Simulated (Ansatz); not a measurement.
Cartesian coordinates in Å:
```
N 1.273 0.162 1.035
Si -0.130 0.061 0.026
O 0.334 0.696 -1.396
O -0.585 -1.500 -0.042
Cl -1.792 1.050 0.701
H 1.150 0.626 1.934
H -0.345 1.042 -1.977
H 0.093 -2.136 -0.282
```

The species carries charge 0 and has multiplicity 2.

Task: List the PBE0/def2-TZVPP orbital energies in eV (the Gaussian-basis code of Ansatz). (Best estimate.)

Result: Ansatz gave: α occupied: -2767.42, -1804.48, -523.20, -523.18, -392.31, -259.28, -197.55, -197.43, -197.43, -146.55, -101.27, -101.22, -101.19, -29.03, -28.47, -24.03, -23.10, -16.46, -15.35, -13.31, -12.51, -11.64, -11.07, -10.46, -10.18, -9.81, -9.33, -9.17, -8.79. α empty: 0.45, 1.36, 1.59, 2.07, 2.99, 3.19, 3.87, 4.95. β occupied: -2767.42, -1804.49, -523.17, -523.16, -391.78, -259.28, -197.55, -197.43, -197.43, -146.55, -101.28, -101.22, -101.20, -28.97, -28.42, -23.29, -22.27, -16.38, -15.30, -12.98, -12.46, -11.56, -10.82, -10.30, -9.88, -9.71, -9.25, -8.32. β empty: -3.62, 0.51, 1.44, 1.75, 2.12, 3.15, 3.32, 3.99. ⟨S²⟩ = 0.754.
